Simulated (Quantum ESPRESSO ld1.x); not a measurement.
Results of a calculation; reference values are marked as such.
Task: Al, configuration [Ne] 3s2 3p1 (the NIST ground configuration). Level of theory: non-relativistic Kohn-Sham, LDA (Slater exchange, Perdew-Zunger correlation), spin-polarised, spherical densities, point nucleus; open shells are filled with parallel spins first (ld1.x of Quantum ESPRESSO 7.5). Some entries of the table are withheld. Estimate them.

orbital  occ.  eigenvalue (eV)  <1/r> (bohr^-1)  r(max) (bohr)
1s up       1        -1500.821            12.53          0.079
1s down     1        -1500.767            12.53          0.079
2s up       1         -107.011            2.321          0.500
2s down     1         -106.946            2.321          0.500
2p up       3          -69.719              (1)          0.430
2p down     3          -69.636              (2)          0.430
3s up       1           -8.043           0.5331           2.08
3s down     1           -7.443           0.5334           2.06
3p up       1           -3.009              (3)           2.62
3p down     0           -2.458              (4)           2.64

Result: 
(1) 2p up <1/r> (bohr^-1): 2.205
(2) 2p down <1/r> (bohr^-1): 2.206
(3) 3p up <1/r> (bohr^-1): 0.3953
(4) 3p down <1/r> (bohr^-1): 0.3867
